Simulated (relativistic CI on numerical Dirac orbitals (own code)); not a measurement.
## Radial parameters of Pm

These numbers are calculated, not measured: Dirac-Coulomb-Breit CI, KLI orbitals optimised for each configuration, QED by a radiative potential, valence Slater integrals scaled by 0.85, P86 correlation energy added to each configuration (own radial code, finite nucleus).

Slater integrals F^k, G^k are unscaled and averaged over j, outside the closed core [Xe]; ζ comes from projecting the Hamiltonian with its Breit term on Σ l·s of the shell.

- 4f⁵6s²: F^2(4f,4f) = 89809, F^4(4f,4f) = 55619, F^6(4f,4f) = 39817, ζ(4f) = 940.83 cm⁻¹; <r>(4f) = 1.068, <r^2>(4f) = 1.633 (bohr units).
- 4f⁴6s²5d: F^2(4f,4f) = 99835, F^4(4f,4f) = 62277, F^6(4f,4f) = 44704, ζ(4f) = 1018.4, F^2(4f,5d) = 21243, F^4(4f,5d) = 10335, G^1(4f,5d) = 11128, G^3(4f,5d) = 8428.5, G^5(4f,5d) = 6285.5, ζ(5d) = 516.7 cm⁻¹; <r>(4f) = 0.9609, <r^2>(4f) = 1.219, <r>(5d) = 2.999, <r^2>(5d) = 11.2 (bohr units).
- 4f⁴6s²6p: F^2(4f,4f) = 100810, F^4(4f,4f) = 62929, F^6(4f,4f) = 45183, ζ(4f) = 1009.2, F^2(4f,6p) = 4977, G^2(4f,6p) = 1212.9, G^4(4f,6p) = 1086.4, ζ(6p) = 1327.2 cm⁻¹; <r>(4f) = 0.951, <r^2>(4f) = 1.181, <r>(6p) = 5.426, <r^2>(6p) = 33.49 (bohr units).

In this model ζ of a weakly bound d, f or g electron outside closed shells comes out too small, for d by up to a factor of two or three and at times with the wrong sign; that of an outer p electron is too small as well.

Correlation outside the listed configurations is missing or only estimated: errors of thousands of cm⁻¹ between configurations and terms are usual at this charge. Rates and lifetimes follow the computed energies and can be off by large factors. The fine structure of a lone outer electron comes out too small, for d and f at times inverted, and misplaced configurations move strength between like terms. 5 of the 12 excited levels that our extract of the measured tables holds in this range could be paired (the sources list more); they are missed by 113 cm⁻¹ on average and 205 at most, and levels without a partner can miss by more. Some levels of the ground configuration have no partner and can miss by 10 % or more. The computed lowest level isn't the tabulated ground level, which NIST ASD gives as 4f5 6s2 6H°5/2.

Averages of the first 6 configurations, taken without configuration mixing, which lowers the lowest level and can move excited configurations by several eV; other configurations of the list can lie among them:

| Configuration | Parity | States | Average energy above the lowest level (eV) |
| --- | --- | --- | --- |
| 4f⁵6s² | odd | 2002 | 5.7 |
| 4f⁴6s²5d | even | 10010 | 5.5 |
| 4f⁴6s²6p | odd | 6006 | 7.3 |
| 4f⁴6s²7p | odd | 6006 | 10.1 |
| 4f⁴6s²8s | even | 2002 | 10.6 |
| 4f⁴6s7s² | even | 2002 | 15.4 |
